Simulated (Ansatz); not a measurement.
Born–Oppenheimer molecular dynamics of C2H5ClF2Si (11 atoms, charge 0, multiplicity 1). It starts from a relaxed structure.

Computed with Ansatz 0.2.0, UKS PBE/STO-3G.

```yaml
ensemble: NVT, Nosé–Hoover chain
time_step: 0.25 fs
steps_asked: 250
set_temperature: 2000 K
thermostat: time constant 50 fs, chain length 5
seed: 936876
```

First frame:

```xyz
11
Properties=species:S:1:pos:R:3
F -2.019 -0.560 -0.271
C -0.760 -0.824 -0.794
F -0.332 -2.066 -0.346
Cl -0.969 -0.961 -2.746
C 0.282 0.330 -0.512
Si 0.623 0.620 1.332
H -0.113 1.249 -0.986
H 1.215 0.064 -1.045
H -0.611 0.995 2.005
H 1.597 1.693 1.457
H 1.152 -0.596 1.928
```

How far do the bonds stretch over the last three quarters of this one trajectory? (Pairs bonded in most of those frames.)


```json
{"bond": "F1–C2", "mean (Å)": "1.402", "spread (Å)": "0.056", "shortest": "1.31", "longest": "1.50"}
{"bond": "C2–F3", "mean (Å)": "1.398", "spread (Å)": "0.050", "shortest": "1.30", "longest": "1.46"}
{"bond": "C2–Cl4", "mean (Å)": "1.973", "spread (Å)": "0.048", "shortest": "1.92", "longest": "2.11"}
{"bond": "C2–C5", "mean (Å)": "1.603", "spread (Å)": "0.116", "shortest": "1.39", "longest": "1.75"}
{"bond": "C5–Si6", "mean (Å)": "1.868", "spread (Å)": "0.039", "shortest": "1.79", "longest": "1.93"}
{"bond": "C5–H7", "mean (Å)": "1.121", "spread (Å)": "0.045", "shortest": "1.05", "longest": "1.19"}
{"bond": "C5–H8", "mean (Å)": "1.133", "spread (Å)": "0.070", "shortest": "1.02", "longest": "1.23"}
{"bond": "Si6–H9", "mean (Å)": "1.461", "spread (Å)": "0.024", "shortest": "1.42", "longest": "1.50"}
{"bond": "Si6–H10", "mean (Å)": "1.482", "spread (Å)": "0.105", "shortest": "1.32", "longest": "1.62"}
{"bond": "Si6–H11", "mean (Å)": "1.475", "spread (Å)": "0.075", "shortest": "1.35", "longest": "1.59"}
```

Mean temperature of the second half: 1246 K. The conserved energy stayed within 0.38 meV per atom of its start (net change 0.3 meV per atom), so the integration is sound. The mean temperature of the second half is 38 % below the set value. A run of 0.062 ps of so small a system gives no equilibrium averages. Limits of this set-up: minimal basis.

Run time: 8.7 min on 1 thread of AMD EPYC 9R45 96-Core Processor (Zen 5) (shared host), peak memory 0.14 GiB.
